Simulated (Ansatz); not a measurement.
The cluster LaCl3⁺. The state is a doublet with charge 1. Geometry PBE0-D4/def2-SVP; atoms count from 1.

```xyz
4

La   -1.0077    0.1635    0.3841
Cl   -1.5540   -0.3040   -2.0183
Cl    1.1746   -1.2414    1.0964
Cl    1.3870    1.3819    0.5378
```

In the def2 sets La takes a core potential; there is no spin–orbit coupling. In the charge 1 doublet, Cl3 and Cl4 lie 2.69 Å apart (atoms count from 1), so these atoms are partly bonded to each other. No other spin state of charge 1 was run. The structure comes from a short search, and lower isomers may exist.

(1) Estimate the Mulliken populations from the PBE0/def2-TZVP orbitals of Ansatz.

(2) Where does the spin sit?

(3) And the Mayer bond orders between bonded heavy atoms (over 0.3)?

## Answers

(1) 
```tsv
atom	charge (e)	spin (α − β)	d electrons
La1	1.47	-0.04	1.15
Cl2	-0.26	0.00	–
Cl3	-0.11	0.52	–
Cl4	-0.11	0.52	–
```
Mulliken values and Mayer orders depend strongly on the basis.

(2) Summed by element: La -0.04, Cl 1.04, of 1 unpaired in all. Largest on single atoms: Cl3 0.52, Cl4 0.52, La1 -0.04.

(3) La1–Cl2 1.25 (2.51 Å); La1–Cl3 0.69 (2.69 Å); La1–Cl4 0.69 (2.69 Å). Values over 0.3 also appear between atoms too far apart for a bond (Cl3–Cl4 0.46 at 2.69 Å); they arise where an orbital or an unpaired electron spreads over both atoms.
